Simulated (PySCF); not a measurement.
CH₄ClFOSi, SMILES OC[Si@H](Cl)F. Atoms are numbered in the order given.

```xyz
9

O     -2.1677     0.9976     0.2803
C     -1.6062    -0.2041    -0.2433
Si     0.1654    -0.4225     0.3849
F      0.7303    -1.9069    -0.0150
Cl     1.4095     0.9971    -0.4576
H     -2.2908     0.8727     1.2395
H     -1.5908    -0.1064    -1.3495
H     -2.2176    -1.1143    -0.0219
H      0.2288    -0.2821     1.8756
```

Coordinates come from a PBE-D3(BJ)/def2-SVP optimisation. The structure was generated by enumeration; whether it is a known compound was not checked. The values are those of a single conformer.

These are PBE/def2-TZVP (PySCF) values and carry that method's errors.

Atomic charges (e):

```
atom  meta-Löwdin  Mulliken
----  -----------  --------
O1          -0.50     -0.39
C2          -0.26     -0.17
Si3          1.02         ?
F4          -0.48     -0.29
Cl5         -0.27     -0.21
H6           0.34         ?
H7           0.14         ?
H8           0.12         ?
H9          -0.11         ?
```

Task: Some entries are withheld; supply them. (Estimate from the structure and the level; the computed values follow.)

Result: 
- Si3, Mulliken: 0.54
- H6, Mulliken: 0.30
- H7, Mulliken: 0.13
- H8, Mulliken: 0.12
- H9, Mulliken: -0.04

Computed Mayer and Wiberg (Löwdin basis) orders of the bonds:
```csv
bond,Mayer,Wiberg
O1–C2,1.01,1.60
C2–Si3,0.98,1.15
Si3–F4,1.13,1.71
Si3–Cl5,1.20,1.85
O1–H6,0.89,1.02
C2–H7,0.93,0.87
C2–H8,0.92,0.88
Si3–H9,0.92,0.91
```
